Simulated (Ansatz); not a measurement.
`BN(C)BC`, relaxed with RKS PBE0-D4/def2-TZVP in the Gaussian-basis code of Ansatz from a PBE-D4/def2-SVP geometry. The force threshold is 0.005 eV/Å; the program also tests the step.

Total charge 0; spin multiplicity 1.

Start:

```xyz
14

B    -0.749   -0.688    1.834
N    -0.136   -0.328    0.596
C     1.044   -1.068    0.122
B    -0.675    0.758   -0.194
C    -0.074    1.238   -1.564
H    -0.281   -1.606    2.484
H    -1.722   -0.072    2.216
H     1.915   -0.394   -0.009
H     1.319   -1.852    0.852
H     0.849   -1.556   -0.855
H    -1.648    1.327    0.266
H    -0.884    1.316   -2.322
H     0.755    0.640   -1.989
H     0.286    2.285   -1.437
```

| step | energy (eV) | largest force (eV/Å) | largest move (Å) |
| --- | --- | --- | --- |
| 1 | -5060.2906 | 0.514 | 0.000 |
| 2 | -5060.3397 | 0.153 | 0.024 |
| 3 | -5060.3437 | 0.056 | 0.011 |
| 4 | -5060.3439 | 0.037 | 0.016 |
| 5 | -5060.3440 | 0.008 | 0.007 |
| 6 | -5060.3440 | 0.003 | 0.005 |

End:

```xyz
14

B    -0.742   -0.683    1.818
N    -0.137   -0.325    0.590
C     1.035   -1.059    0.117
B    -0.670    0.754   -0.187
C    -0.072    1.231   -1.548
H    -0.282   -1.587    2.457
H    -1.699   -0.077    2.193
H     1.889   -0.391   -0.016
H     1.306   -1.827    0.840
H     0.834   -1.542   -0.842
H    -1.627    1.312    0.268
H    -0.865    1.291   -2.302
H     0.749    0.639   -1.954
H     0.281    2.264   -1.432
```

It took 22 s on 4 threads of an Arm Neoverse V1 on a shared host, with 0.51 GiB of host memory at the peak.
